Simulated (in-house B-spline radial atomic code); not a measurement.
**Ionising Rh⁸⁺ with different functionals**

Computed with a radial B-spline atomic code at the basis-set limit: four-component Dirac-Coulomb Hamiltonian, Fermi nucleus of rms radius 4.4945 fm, spin-restricted, spherical fractional occupations for the functionals, and exact exchange of hybrids averaged over the configuration. The ionisation energy is the difference of two self-consistent energies, [Kr] 4d1 → [Ar] 3d10 4s2 4p6, without Breit or QED terms; ε is the level of the shell that loses the electron (mean over j). The electron is taken from both j subshells in proportion to 2j + 1, so the result is a j average, not the step between ground levels.

```json
{"method": "BHandHLYP", "rung": "global hybrid", "ΔSCF (eV)": "?", "-ε(4d) (eV)": "?"}
{"method": "B97-1", "rung": "global hybrid", "ΔSCF (eV)": "134.94", "-ε(4d) (eV)": "127.31"}
{"method": "wB97X", "rung": "range-separated hybrid", "ΔSCF (eV)": "?", "-ε(4d) (eV)": "?"}
{"method": "HSE06", "rung": "range-separated hybrid", "ΔSCF (eV)": "134.87", "-ε(4d) (eV)": "127.25"}
```

Problem. What does BHandHLYP give?

Solution. ΔSCF 134.85 eV, and -ε(4d) = 130.22 eV.

Problem. What does wB97X give?

Solution. ΔSCF 134.66 eV, and -ε(4d) = 130.10 eV.

Problem. Among the functionals, which spreads more, the ΔSCF values or the orbital energies?

Solution. The orbital energies: ΔSCF values span about 0.28 eV and the orbital energies 2.97 eV; here energy differences depend much less on the functional than eigenvalues do.

Problem. How do they compare with the NIST value?

Solution. NIST lists 135 eV ± 2.2 (tabulated theory, ground level to ground level). Errors run from -0.34 to -0.06 eV; all lie within about twice that uncertainty, so the table can't rank the methods.
